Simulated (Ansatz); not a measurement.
Basis sets compared for ZnMeH (CH₄Zn). Total charge 0; singlet. Geometry PBE-D4/def2-TZVP. Ansatz on 4 threads of Arm Neoverse V1 on a shared host; times are rough, and most runs start from earlier orbitals.

```xyz
6

Zn    0.0848   -0.5178   -1.1182
C    -0.0486    0.2973    0.6424
H     0.4701   -0.3117    1.3975
H    -1.1000    0.3972    0.9500
H     0.4032    1.3003    0.6459
H     0.1905   -1.1653   -2.5176
```

The 6-31G sets use Cartesian d functions. B3LYP takes the VWN-RPA correlation.

Binding counts from free atoms (Zn singlet, C triplet, H doublet) in the same basis, without a counterpoise term.

```tsv
level	functions	energy (Eh)	HOMO (eV)	LUMO (eV)	binding per atom (eV)	wall time
HF/STO-3G	27	-1796.8656	-2.36	5.98	2.83	0.1 s
HF/6-31G	46	-1817.6382	-10.08	2.03	2.20	0.2 s
PBE-D4/def2-SVP	65	-1819.2585	-6.15	0.05	2.99	0.45 s
B3LYP-D4/6-31G	46	-1819.5995	-7.05	-0.35	3.01	0.45 s
PBE0-D4/def2-SVP	65	-1819.2965	-7.34	0.76	2.97	0.55 s
```

Q: Estimate the rows for HF/def2-TZVP, PBE-D4/def2-TZVP, B3LYP-D4/def2-TZVP, PBE0-D4/def2-TZVP (with forces).

A: 
```
                          level  functions  energy (Eh)  HOMO (eV)  LUMO (eV)  binding per atom (eV)  wall time
                   HF/def2-TZVP        103   -1817.9838     -10.22       1.90                   2.20     0.35 s
               PBE-D4/def2-TZVP        103   -1819.5738      -6.37      -0.98                   2.95     0.65 s
             B3LYP-D4/def2-TZVP        103   -1819.9639      -7.31      -0.54                   2.92     0.75 s
PBE0-D4/def2-TZVP (with forces)        103   -1819.5997      -7.50      -0.26                   2.93      1.1 s
```
